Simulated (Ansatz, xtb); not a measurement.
Two isomers of C4H6F2S

We compare X, `F[C@@H]1CC[C@@H](F)S1`, a singlet, with Y, `FC1(F)CC(S)C1`, a singlet. Both are isolated molecules in the gas phase, relaxed with B3LYP/def2-SVP; the shapes shown needn't be the lowest conformers.

X (Å):

```xyz
13

C    -0.9771    1.6721   -1.1757
C    -0.4803    0.9504    0.0705
C     0.8962    0.3834   -0.2885
C     0.7160   -0.3583   -1.6068
F    -0.4029    2.9291   -1.2451
F     0.1871   -1.6139   -1.3655
S    -0.4520    0.6475   -2.6088
H    -2.0690    1.8067   -1.2107
H    -1.1722    0.1298    0.3156
H    -0.4539    1.6517    0.9184
H     1.6157    1.2048   -0.4287
H     1.2944   -0.3053    0.4721
H     1.6488   -0.4976   -2.1742
```

Y (Å):

```yaml
atoms:
  - { symbol: C, position_ang: [0.8283, -1.3683, 0.9251] }
  - { symbol: C, position_ang: [0.3170, -0.2230, 0.0439] }
  - { symbol: C, position_ang: [0.0357, 0.5741, 1.3513] }
  - { symbol: C, position_ang: [0.9243, -0.4318, 2.1361] }
  - { symbol: F, position_ang: [-0.1064, -2.3447, 1.1010] }
  - { symbol: F, position_ang: [1.9724, -1.9782, 0.5355] }
  - { symbol: S, position_ang: [0.5824, 2.3105, 1.4832] }
  - { symbol: H, position_ang: [-0.5367, -0.4590, -0.6072] }
  - { symbol: H, position_ang: [1.1359, 0.2212, -0.5387] }
  - { symbol: H, position_ang: [-1.0164, 0.4942, 1.6571] }
  - { symbol: H, position_ang: [-0.3807, 2.8448, 0.6959] }
  - { symbol: H, position_ang: [0.5388, -0.8228, 3.0876] }
  - { symbol: H, position_ang: [1.9552, -0.0698, 2.2633] }
```

Quicker runs give these differences E(Y) − E(X): GFN2-xTB +10.5 kcal/mol; HF/STO-3G +22.0 kcal/mol (at GFN2-xTB geometries); r2SCAN-D4/def2-SVP +13.5 kcal/mol (at GFN2-xTB geometries).

Problem. Estimate E(Y) − E(X) at the level CCSD(T)/def2-SVP + ΔMP2/def2-TZVPP.

Solution. Calculated at CCSD(T)/def2-SVP + ΔMP2/def2-TZVPP: E(Y) − E(X) = +14.5 kcal/mol, so structure X lies lower.

Level by level:

| level | geometry | E(Y) − E(X) (kcal/mol) | departure from the last row (kcal/mol) | job, with rough time for the two |
| --- | --- | --- | --- | --- |
| GFN2-xTB | GFN2-xTB | +10.5 | −4.0 | optimisation, 0.17 s |
| HF/STO-3G | GFN2-xTB | +22.0 | +7.5 | single point, 0.36 s |
| r2SCAN-D4/def2-SVP | GFN2-xTB | +13.5 | −1.0 | single point, 3.6 s |
| B3LYP/def2-SVP | B3LYP/def2-SVP | +11.2 | −3.3 | optimisation, 31 s |
| HF/def2-SVP | B3LYP/def2-SVP | +8.7 | −5.8 | part of the CCSD(T) run |
| MP2/def2-SVP | B3LYP/def2-SVP | +11.1 | −3.4 | part of the CCSD(T) run |
| CCSD(T)/def2-SVP | B3LYP/def2-SVP | +10.7 | −3.8 | single point |
| CCSD(T)/def2-SVP + ΔMP2/def2-TZVPP | B3LYP/def2-SVP | +14.5 |  | single point, 64 s |

As drawn, Y has 1 C–C, 1 S–H in place of 1 C–S, 1 C–H. Structure X has a 5-membered ring, Y a 4-membered ring.

The levels shown agree on the order. The largest departure from CCSD(T)/def2-SVP + ΔMP2/def2-TZVPP is that of HF/STO-3G, 7.5 kcal/mol. The last row adds to CCSD(T) the change of the MP2 difference between the two basis sets, here +3.8 kcal/mol, a large step that makes the value less sure.

With thermal terms from frequencies at re-optimised GFN2-xTB minima (ideal gas, soft modes damped towards free rotors, one conformer each, 298.15 K, 1 atm): the zero-point term adds −2.5 kcal/mol; ΔH is +12.4 and ΔG +11.1 kcal/mol.

The correlated steps freeze 11 core orbitals. Mirror images aren't counted in ΔG. Programs: Ansatz 0.2.0, xtb 6.7.1; the last row on 4 threads of Arm Neoverse V1 on a shared host.
